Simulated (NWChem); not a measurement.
Molecule: SiHF, singlet; SMILES F[SiH]

Program: NWChem. Low-valent species are run as closed-shell singlets; no triplet was tried in these runs. Geometry: optimised at PBE-D3(BJ)/def2-SVP. Total energies compare along this basis series because the functional is fixed.

```json
[
 {"level": "PBE/cc-pVDZ", "basis functions": "37", "energy (Ha)": "-389.6771", "highest occupied level (eV)": "-5.76", "orbital gap (eV)": "2.27", "dipole (D)": "0.92", "relative time": "1"},
 {"level": "PBE/aug-cc-pVDZ", "basis functions": "59", "energy (Ha)": "-389.6939", "highest occupied level (eV)": "-5.98", "orbital gap (eV)": "2.25", "dipole (D)": "1.06", "relative time": "1"},
 {"level": "PBE/cc-pVTZ", "basis functions": "78", "energy (Ha)": "-389.7334", "highest occupied level (eV)": "-5.89", "orbital gap (eV)": "2.30", "dipole (D)": "0.95", "relative time": "2"},
 {"level": "PBE/aug-cc-pVTZ", "basis functions": "119", "energy (Ha)": "-389.7374", "highest occupied level (eV)": "-5.98", "orbital gap (eV)": "2.28", "dipole (D)": "1.05", "relative time": "5"},
 {"level": "PBE/cc-pVQZ", "basis functions": "144", "energy (Ha)": "-389.7494", "highest occupied level (eV)": "-5.94", "orbital gap (eV)": "2.30", "dipole (D)": "1.01", "relative time": "10"}
]
```

The last column is a rough cost ratio, cheapest run = 1.
